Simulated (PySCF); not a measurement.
C₄H₁₁B.
SMILES with atom numbers: `[BH2:1][C:2]([CH3:3])([CH3:4])[CH3:5]` (hydrogens: H6, H7 on B1; H8, H9, H10 on C3; H11, H12, H13 on C4; H14, H15, H16 on C5)

Method: PBE0-D3(BJ)/def2-SVP geometry optimisation, gas phase (PySCF).

List the bond lengths and angles at this level.

```csv
bond,length (Å)
B1–C2,1.564
C2–C3,1.550
"C2–C4, C2–C5",1.528
"B1–H6, B1–H7",1.212
C3–H8 and 8 like bonds,1.102
```

Bonds in one row agree within 0.01 Å and their mean is given. A selection of angles:
```csv
angle,degrees
C2–B1–H6,120.4
H6–B1–H7,118.8
B1–C2–C3,97.7
B1–C2–C4,114.3
C3–C2–C4,109.4
C4–C2–C5,110.8
C2–C3–H8,109.0
C2–C3–H9,112.4
H8–C3–H9,107.2
```

B1 (three-coordinate boron) is planar (angles 120.5°, 120.4° and 118.8°, sum 359.7°, 0.04 Å off the plane of its three neighbours). The 3 C–C bonds span 1.528 Å (C2–C4, drawn single) to 1.550 Å (C2–C3, drawn single), a spread of 0.022 Å.

Point group: Cs (tolerance 0.08 Å). No frequency check.
